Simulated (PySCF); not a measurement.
From one molecule to another.

First species: C₆H₁₀F₂Si.
SMILES: `C=CC[Si@H](F)C/C=C/F`

Second species: C6H6NO2P.
SMILES: `c1cpc(c(OC)n1)C=O`

Levels: PBE0/pcSseg-1 for dipole moment, HOMO energy, LUMO energy and HOMO–LUMO gap; GFN2-xTB for rotational constant A and rotational constant C. Geometries: GFN2-xTB. All species are isolated and taken at one optimised geometry, non-relativistic unless stated. Electronic properties by PySCF.

Dipoles, sizes and rotational constants follow the conformer. The torsions of the flexible species, by atom-mapped SMILES:
- `[CH2:1]=[CH:2][CH2:3][Si@H:4]([F:5])[CH2:6]/[CH:7]=[CH:8]/[F:9]`: C1–C2–C3–Si4 -110°, C2–C3–Si4–F5 -178°, C3–Si4–C6–C7 -72°, Si4–C6–C7–C8 -111°
- `[CH3:1][O:2][c:3]1[n:4][cH:5][cH:6][p:7][c:8]1[CH:9]=[O:10]`: C1–O2–C3–N4 0°, P7–C8–C9–O10 0°

Q: Which of the two has the higher dipole moment, and by how much?

A: The second: 4.06 D against 0.64 D, a difference of 3.42 D.

Q: Which of the two has the higher rotational constant A, and by how much?

A: The second: 1.583 GHz against 1.488 GHz, a difference of 0.095 GHz.

Q: Which has the higher HOMO energy?

A: The first: -7.01 eV against -7.43 eV, a difference of 0.42 eV.

Q: Which of the two has the higher rotational constant C, and by how much?

A: The second: 0.669 GHz against 0.567 GHz, a difference of 0.102 GHz.

Q: Which of the two has the higher HOMO–LUMO gap, and by how much?

A: The first: 6.71 eV against 4.63 eV, a difference of 2.08 eV.

Q: Which of the two has the higher LUMO energy, and by how much?

A: The first: -0.30 eV against -2.80 eV, a difference of 2.50 eV.

On the first: The dipole matches unit charges of opposite sign 0.13 Å apart (1 e·Å = 4.8032 D).

On the second: In atomic units the dipole is 1.60 e·bohr (1 au = 2.5417 D). A dipole of 4.06 D is allowed in Cs, and pure rotational transitions are dipole-allowed.
